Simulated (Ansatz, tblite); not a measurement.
Cost and result up the ladder for the cluster TiSe₂⁺ (the lowest doublet isomer of a short search) (3 atoms). The state is a doublet with charge 1. Geometry: PBE0-D4/def2-TZVP.

```xyz
3

Ti    0.659   -0.065   -0.803
Se    0.722   -0.674    1.322
Se   -1.381    0.739   -0.520
```

Ansatz on 4 threads of Arm Neoverse V1 on a shared host; xTB runs through tblite on one thread. Times are rough, summed over both states, and most runs start from the orbitals of an earlier one. RPA@PBE/def2-TZVP serves as the yardstick here, not as an exact answer. The other state is a quartet at its own geometry, which has other bonds, so the gap mixes isomer and spin.

The xTB rows come from tblite. HSE06 is defined as in plane-wave codes, on full-range PBE exchange. Correlated methods freeze 23 core orbitals; core or outer-core shells of Ti, Se are correlated, in sets that lack core-valence functions. The structure comes from a short search, and lower isomers may exist.

Run but left out: HF/STO-3G, HF/def2-TZVP, MP2/def2-TZVP (doublet: ⟨S²⟩ 1.17 to 2.39, where a pure state has 0.75); HF/def2-SVP, MP2/def2-SVP, CCSD/def2-SVP, CCSD(T)/def2-SVP (flagged by the program: large difference).

Correlated methods converge slowly with the basis.

xTB has no spin-polarisation term.

```csv
level,functions,wall time
GFN1-xTB,27,0.006 s
GFN2-xTB,27,0.007 s
RPA@PBE/def2-TZVP,141,8.9 s
revPBE-D4/def2-TZVP,141,10 s
BLYP-D4/def2-TZVP,141,10 s
PBE-D4/def2-TZVP (with forces),141,10 s
HSE06-D4/def2-TZVP,141,14 s
PBE0-D4/def2-TZVP,141,16 s
r2SCAN-D4/def2-TZVP,141,27 s
B97M-V/def2-TZVP,141,46 s
```

Task: Estimate what each level gives for the quartet − doublet (eV).

Result: 
| level | quartet − doublet (eV) | difference from RPA@PBE/def2-TZVP (eV) | remarks |
| --- | --- | --- | --- |
| GFN1-xTB | 1.75 | 1.38 | – |
| GFN2-xTB | 1.88 | 1.52 | – |
| RPA@PBE/def2-TZVP | 0.36 | 0.00 | – |
| revPBE-D4/def2-TZVP | 0.55 | 0.19 | – |
| BLYP-D4/def2-TZVP | 0.68 | 0.32 | – |
| PBE-D4/def2-TZVP (with forces) | 0.60 | 0.24 | – |
| HSE06-D4/def2-TZVP | -0.34 | -0.70 | spin-contaminated (⟨S²⟩ 0.90) (doublet) |
| PBE0-D4/def2-TZVP | -0.36 | -0.72 | spin-contaminated (⟨S²⟩ 0.90) (doublet) |
| r2SCAN-D4/def2-TZVP | 0.18 | -0.18 | – |
| B97M-V/def2-TZVP | -0.06 | -0.42 | – |
